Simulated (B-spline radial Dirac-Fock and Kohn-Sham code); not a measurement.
Z = 33 (arsenic), transition energy 1000 keV. Method: a Dirac-Hartree-Slater potential of the neutral atom with a Latter tail (no hole, which puts coefficients of high multipoles low close above an edge), finite nucleus with surface currents. Computed with a radial B-spline solver. Subshells that would emit electrons below 1 keV are left out.

Problem. A pure transition shows α(K) = 0.000711, L1/L2 = 55.2 and L1/L3 = 151. What is its multipolarity?
A. E1
B. E2
C. M3
D. E4
E. E3
F. M2
G. M4
H. M1

Solution. F. For comparison, α(K), L1/L2, L1/L3 are E1 0.000150, 132, 61.3; E2 0.000346, 57.8, 56.7; E3 0.000721, 27.7, 45.7; E4 0.00145, 15.7, 34.4; M1 0.000309, 91.9, 140; M3 0.00149, 36.8, 92.2; M4 0.00300, 26.3, 49.4.
